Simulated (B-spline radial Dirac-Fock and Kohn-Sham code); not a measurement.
# The Lu atom: differential elastic cross section for positrons at 12.9 keV

Method: relativistic (Dirac) partial waves in the static field of the Dirac-Fock atom, without polarisation or absorption potentials. Computed with a radial finite-basis atomic code.

Input file task.json (cfg lists n, l and occupation; rrms is the nuclear radius in fm):

```json
{"items": [{
  "Z": 71,
  "q": 0,
  "cfg": [[1, 0, 2], [2, 0, 2], [2, 1, 6], [3, 0, 2], [3, 1, 6], [3, 2, 10], [4, 0, 2], [4, 1, 6], [4, 2, 10], [4, 3, 14], [5, 0, 2], [5, 1, 6], [5, 2, 1], [6, 0, 2]],
  "A": 175,
  "rrms": 5.37,
  "do": "elastic",
  "energies": [[12900.0, 1]],
  "theta": [0, 0.5, 1, 2, 4, 8, 12, 16, 24, 32, 45, 60, 75, 90, 105, 120, 135, 150, 165, 180]
}]}
```

Run with: `python xray2_run.py task.json out`

```csv
θ (°),dσ/dΩ (a₀²/sr)
0,455
0.5,397
1,278
2,112
4,28.7
8,4.62
12,1.38
16,0.575
24,0.170
32,0.0678
45,0.0219
60,0.00862
75,0.00431
90,0.00253
105,0.00167
120,0.00121
135,0.000952
150,0.000807
165,0.000732
180,0.000709
```

The total elastic cross section is 2.46 a₀², the first transport cross section 0.0552 a₀² and the second, weighted with (3/2) sin²θ, 0.121 a₀². The mean deflection is ⟨1 − cos θ⟩ = 0.0224, and 0.34 % of the collisions scatter beyond 90°.

Phase shifts modulo π (rad) for κ = −1 to −5: -1.164, -0.140, 0.530, 0.997, 1.341.
